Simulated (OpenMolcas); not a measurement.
An OpenMolcas run meant for Ga2+ (ANO-R1, X2C; inactive shells 1s 2s 2p 3s 3p 3d; intended active space 1 electron in 4 orbitals (4s 4p)). One step of its input:

```
&CASPT2
Multistate=1 1
Frozen=3 6
IPEA=0.25
Shift=5.0
MaxIter=60
WThr=0.0 0.3 0.05
PrWF=0.5
NoMix
```

The run finished. Its levels beside those of a sound run (SS-CASPT2, IPEA 0.25 Eh, imaginary shift 0.1 Eh (closed shells correlated: 3d)), in cm⁻¹ above each run's lowest level:

| Level | This run | Usual run |
| --- | --- | --- |
| 4s ²S_1/2 | 0.0 | 0.0 |
| 4p ²P°_1/2 | 64079 | 64120 |
| 4p ²P°_3/2 | 65833 | 65874 |

**Question.** Which setting is unsound, and how much does it matter here?

**Answer.** The level shift is far above the usual 0.1 to 0.3 hartree and damps the second-order energy. Against the sound run the excited levels shown move by 41 cm-1 on average and by 41 cm-1 at most.

With one active electron, CASPT2 adds the correlation within the correlated inactive shells and between them and that electron, and leaves the splitting within a term as the reference gives it. Levels of configurations outside the active space are missing.

° marks odd parity.
